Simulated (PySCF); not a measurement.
Job file and geometry (Å, from GFN2-xTB) of a spin–spin coupling run on `C1(C#C)=[C](F)[GeH2][O]1`, C₄H₃FGeO, PySCF, B3LYP/pcJ-1 Ge:pcSseg-1 indirect spin-spin coupling, non-relativistic, gas phase; density fitting, a coarse starting grid and PySCF grid level 2 are the driver's defaults:

```
$ OMP_NUM_THREADS=1 python probes_run.py task.json out

{"job": {"kind": "j", "xc": "B3LYP", "basis": "pcJ-1"}, "charge": 0, "multiplicity": 1}
C     -2.881775     0.116365    -0.166317
C     -1.694754     0.051774     0.009001
C     -0.308363    -0.035639     0.213364
C      0.623494     0.921958     0.385580
F      0.479346     2.256709     0.409276
Ge     1.992404    -0.461205     0.542578
O      0.320330    -1.260655     0.264552
H     -3.917544     0.185249    -0.318877
H      2.510871    -0.928537     1.879503
H      2.884872    -0.841364    -0.612424
```

**Question.** What does the program print?

**Answer.** 
```
coarse grid: 46032 points
cycle   1  E = -2405.8105042351  dE =  5.697e-01  |g| = 1.279e+00  |ddm| = 3.396e+00
cycle   2  E = -2405.1203679021  dE =  6.901e-01  |g| = 2.229e+00  |ddm| = 2.623e+00
cycle   3  E = -2405.9346845451  dE = -8.143e-01  |g| = 5.946e-01  |ddm| = 2.242e+00
cycle   4  E = -2406.0012876739  dE = -6.660e-02  |g| = 1.498e-01  |ddm| = 5.746e-01
cycle   5  E = -2406.0038007984  dE = -2.513e-03  |g| = 8.410e-02  |ddm| = 1.708e-01
cycle   6  E = -2406.0052141406  dE = -1.413e-03  |g| = 2.006e-02  |ddm| = 7.890e-02
cycle   7  E = -2406.0052818032  dE = -6.766e-05  |g| = 9.802e-03  |ddm| = 1.884e-02
cycle   8  E = -2406.0053036983  dE = -2.190e-05  |g| = 2.302e-03  |ddm| = 7.620e-03
cycle   9  E = -2406.0053049151  dE = -1.217e-06  |g| = 9.361e-04  |ddm| = 2.216e-03
final grid: 96800 points
cycle  10  E = -2406.0053012107  dE =  3.692e-07  |g| = 1.661e-03  |ddm| = 1.862e-03
cycle  11  E = -2406.0052994906  dE =  1.720e-06  |g| = 3.218e-03  |ddm| = 3.272e-03
cycle  12  E = -2406.0053017073  dE = -2.217e-06  |g| = 4.739e-04  |ddm| = 2.355e-03
cycle  13  E = -2406.0053017576  dE = -5.024e-08  |g| = 3.477e-05  |ddm| = 3.321e-04
cycle  14  E = -2406.0053017579  dE = -2.819e-10  |g| = 7.895e-06  |ddm| = 3.225e-05
converged SCF energy = -2406.0053017579

Indirect spin-spin couplings (Hz)
  i      j    bonds     total        FC       PSO       DSO        SD
  0 C    1 C    1    205.660   197.898     7.639     0.124         -
  0 C    2 C    2     15.805    15.759     0.130    -0.083         -
  0 C    3 C    3      2.800     3.723    -0.878    -0.044         -
  0 C    4 F    4     13.814     3.330     2.650    -0.121     7.955
  0 C    6 O    3     -1.564    -1.486    -0.100     0.022         -
  0 C    7 H    1    269.991   271.330    -1.754     0.415         -
  0 C    8 H    5      1.041     1.126     0.243    -0.328         -
  0 C    9 H    5      1.042     1.127     0.243    -0.328         -
  1 C    2 C    1    118.602   121.045    -2.798     0.355         -
  1 C    3 C    2      3.358     2.894     0.417     0.047         -
  1 C    4 F    3     -9.656    -6.798    -0.192     0.054    -2.720
  1 C    6 O    2     -9.896   -10.103     0.236    -0.029         -
  1 C    7 H    2     51.928    47.223     5.852    -1.148         -
  1 C    8 H    4      1.621     1.819     0.216    -0.414         -
  1 C    9 H    4      1.630     1.828     0.216    -0.414         -
  2 C    3 C    1     86.448    94.466    -8.494     0.476         -
  2 C    4 F    2     -5.520     6.083   -25.530    -0.002    13.929
  2 C    6 O    1     25.443    23.163     2.494    -0.214         -
  2 C    7 H    3      5.206     5.232     0.319    -0.345         -
  2 C    8 H    3      5.003     5.643     0.087    -0.727         -
  2 C    9 H    3      5.021     5.662     0.087    -0.728         -
  3 C    4 F    1   -455.880  -431.078   -15.963     1.110    -9.949
  3 C    6 O    2     -7.791    -6.619    -1.125    -0.048         -
  3 C    7 H    4     -3.138    -2.824    -0.101    -0.213         -
  3 C    8 H    2     13.152    13.896     0.076    -0.820         -
  3 C    9 H    2     13.163    13.907     0.076    -0.820         -
  4 F    6 O    3     34.219    12.869    26.574     0.221    -5.445
  4 F    7 H    5     -2.534    -3.068     1.059    -0.636     0.110
  4 F    8 H    3      1.538     2.685     0.738    -1.849    -0.036
  4 F    9 H    3      1.535     2.679     0.738    -1.846    -0.036
  6 O    7 H    4      0.621     0.714    -0.203     0.110         -
  6 O    8 H    2     -4.165    -4.264    -0.213     0.311         -
  6 O    9 H    2     -4.157    -4.256    -0.213     0.312         -
  7 H    8 H    6     -0.998    -0.625     0.692    -1.066         -
  7 H    9 H    6     -0.998    -0.624     0.692    -1.066         -
  8 H    9 H    2     42.154    46.191     1.286    -5.323         -
```

Size and cost of the density-fitted run: 233 basis functions, 99 s wall time (88 s CPU) on 1 thread of an Intel Xeon, shared host; peak memory 0.97 GiB.
